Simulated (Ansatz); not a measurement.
Z-matrix (Å, degrees):
```
O
C 1 1.4350
H 2 1.0963 1 106.04
H 2 1.1002 3 110.16 1 117.95
H 2 1.1011 3 110.91 4 122.59
C 1 1.4351 2 116.73 3 174.81
H 6 1.0963 1 106.03 2 -174.92
H 6 1.1003 7 110.18 1 -117.95
H 6 1.1012 7 110.90 8 -122.59
Al 1 1.9138 2 120.43 3 -22.41
F 10 1.6674 1 103.60 2 -80.75
F 10 1.6716 11 115.55 1 106.92
F 10 1.6716 11 115.51 1 -106.92
```
Charge 0, spin multiplicity 1.

The numbers are results of frozen-core CCSD(T)/cc-pVTZ // B3LYP-D3(BJ)/def2-SVP (Ansatz, a first-principles code), not measurements.

The HF energy is -694.77485 Ha and the MP2 correlation energy comes out as -1.43237 Ha.

Problem. Estimate the CCSD correlation energy, the (T) correction, the total energy and the T1 diagnostic.

Solution. 
The CCSD correlation energy comes out as -1.45903 Ha, the (T) correction comes out as -0.04581 Ha and the CCSD(T) total energy is -696.27969 Ha. The T1 diagnostic is 0.011.
